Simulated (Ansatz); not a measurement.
Basis-set extrapolation for C$_{4}$H$_{6}$F$_{4}$ (`FCC(F)(CF)CF`) (PBE0-D4/def2-TZVP geometry, frozen core, Ansatz). Multiplicity 1, RHF reference.

|  | def2-TZVPP | def2-QZVPP |
| --- | --- | --- |
| HF | -552.939629 | -552.963473 |
| MP2 correlation | -1.661463 | -1.802402 |
| CCSD(T) correlation | -1.755028 | not run |

Energies in hartree. Use E(X) = E(∞) + A·exp(−7.88·√X) for Hartree–Fock and E(X) = E(∞) + B·X^(−2.97) for correlation, with X = 3 and 4, and add CCSD(T) minus MP2 of the smaller set to the MP2 limit.

Problem. What is the CCSD(T) energy at the basis-set limit?

Solution. HF limit: -552.963473 + (-0.023844) × 0.13774 = -552.96676. MP2 limit: -1.802402 + (-0.140939) × 0.74074 = -1.90680. Higher-order term: -1.755028 − (-1.661463) = -0.09357. Total: -554.96713 hartree, 171.0 kcal/mol below CCSD(T)/def2-TZVPP.
